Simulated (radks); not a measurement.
Results of a calculation; reference values are marked as such.
All-electron atom: Xe III in [Kr] 4d10 5s2 5p4.

Level of theory: scalar-relativistic Kohn-Sham, PBEsol, spin-polarised, spherical densities, finite nucleus; open shells are filled with parallel spins first (spin-orbit coupling, left out, can overturn this in heavy ions); Fermi nuclear charge, rms radius 4.7859 fm (a radial shooting solver on a logarithmic mesh with Libxc functionals).

Energy parts (eV):
| part | energy |
|---|---|
| total | -202527.808 |
| kinetic | 212951.436 |
| electron-nucleus | -489181.115 |
| Hartree | 78677.640 |
| exchange-correlation | -4975.768 |

Orbitals (lengths in bohr, moments of r in powers of bohr):
[
 {"orbital": "1s up", "occ.": "1", "eigenvalue (eV)": "-34375.36", "<r>": "0.02667"},
 {"orbital": "1s down", "occ.": "1", "eigenvalue (eV)": "-34375.27", "<r>": "0.02667"},
 {"orbital": "2s up", "occ.": "1", "eigenvalue (eV)": "-5368.417", "<r>": "0.1147"},
 {"orbital": "2s down", "occ.": "1", "eigenvalue (eV)": "-5368.372", "<r>": "0.1147"},
 {"orbital": "2p up", "occ.": "3", "eigenvalue (eV)": "-4820.292", "<r>": "0.1003"},
 {"orbital": "2p down", "occ.": "3", "eigenvalue (eV)": "-4820.217", "<r>": "0.1003"},
 {"orbital": "3s up", "occ.": "1", "eigenvalue (eV)": "-1114.915", "<r>": "0.3066"},
 {"orbital": "3s down", "occ.": "1", "eigenvalue (eV)": "-1114.837", "<r>": "0.3066"},
 {"orbital": "3p up", "occ.": "3", "eigenvalue (eV)": "-937.8698", "<r>": "0.3045"},
 {"orbital": "3p down", "occ.": "3", "eigenvalue (eV)": "-937.7813", "<r>": "0.3045"},
 {"orbital": "3d up", "occ.": "5", "eigenvalue (eV)": "-675.0550", "<r>": "0.2810"},
 {"orbital": "3d down", "occ.": "5", "eigenvalue (eV)": "-674.9707", "<r>": "0.2810"},
 {"orbital": "4s up", "occ.": "1", "eigenvalue (eV)": "-218.5534", "<r>": "0.7167"},
 {"orbital": "4s down", "occ.": "1", "eigenvalue (eV)": "-218.3795", "<r>": "0.7166"},
 {"orbital": "4p up", "occ.": "3", "eigenvalue (eV)": "-162.4457", "<r>": "0.7649"},
 {"orbital": "4p down", "occ.": "3", "eigenvalue (eV)": "-162.2620", "<r>": "0.7645"},
 {"orbital": "4d up", "occ.": "5", "eigenvalue (eV)": "-80.6621", "<r>": "0.8763"},
 {"orbital": "4d down", "occ.": "5", "eigenvalue (eV)": "-80.3819", "<r>": "0.8735"},
 {"orbital": "5s up", "occ.": "1", "eigenvalue (eV)": "-40.0369", "<r>": "1.786"},
 {"orbital": "5s down", "occ.": "1", "eigenvalue (eV)": "-38.4737", "<r>": "1.781"},
 {"orbital": "5p up", "occ.": "3", "eigenvalue (eV)": "-27.3606", "<r>": "2.081"},
 {"orbital": "5p down", "occ.": "1", "eigenvalue (eV)": "-25.7353", "<r>": "2.093"},
 {"orbital": "5d up", "occ.": "0", "eigenvalue (eV)": "-12.1194", "<r>": "3.041"},
 {"orbital": "6s up", "occ.": "0", "eigenvalue (eV)": "-11.5518", "<r>": "4.154"},
 {"orbital": "6s down", "occ.": "0", "eigenvalue (eV)": "-10.9904", "<r>": "4.251"},
 {"orbital": "5d down", "occ.": "0", "eigenvalue (eV)": "-10.9442", "<r>": "3.185"}
]

The highest occupied level is 5p down at -25.735 eV. For comparison, the ionisation energy in NIST's Atomic Spectra Database is 31.05 eV (semi-empirical). In exact Kohn-Sham theory the highest level is minus the ionisation energy, but local and semilocal functionals leave it too shallow, through self-interaction and a potential that decays too fast; potentials with the right tail come closer. The spin density at the nucleus is -2.011 e/bohr^3 (1s -0.395, 2s 0.096, 3s 0.046, 4s 0.206, 5s -1.964). The electron density at the nucleus is 2.803e+05 e/bohr^3 (large components only).
